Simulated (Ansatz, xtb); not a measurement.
# HNOSe: where a starting geometry ends

The starting geometry of this gas-phase singlet has its atoms placed at random.

```xyz
4

N     0.8343   -0.9366   -0.3766
O    -0.7859    0.2255   -1.1909
Se    0.3412    1.4517   -0.0974
H     1.4433   -0.2341   -0.8527
```

**Question.** One run relaxed it with r2SCAN-D4/def2-SVP. What is a likely outcome?

**Answer.** It ends as `N1O[Se]1`. Contacts that close: N1–O2 (2.15 → 1.42 Å), N1–Se3 (2.45 → 1.92 Å).

The energy falls by 3.66 eV over 7 steps:

```json
{"step": "1", "E − E(last) (eV)": "3.655"}
{"step": "2", "E − E(last) (eV)": "1.889"}
{"step": "3", "E − E(last) (eV)": "0.512"}
{"step": "4", "E − E(last) (eV)": "0.225"}
{"step": "5", "E − E(last) (eV)": "0.022"}
{"step": "6", "E − E(last) (eV)": "0.004"}
{"step": "7", "E − E(last) (eV)": "0.000"}
```

Final geometry (Å):

```yaml
atoms:
  - { symbol: N, position_ang: [0.6191, -0.4825, -0.3788] }
  - { symbol: O, position_ang: [-0.4600, 0.0617, -1.1263] }
  - { symbol: Se, position_ang: [0.2507, 1.3600, 0.0226] }
  - { symbol: H, position_ang: [1.4232, -0.4327, -1.0351] }
```

From the same start GFN2-xTB reaches the same bonding as this run.

From so rough a start the end depends on the optimiser's path, so another program may land elsewhere. The end wasn't checked by frequencies. Run with Ansatz 0.2.0, 14 s on 1 thread of AMD EPYC (Zen 3), on a shared host.
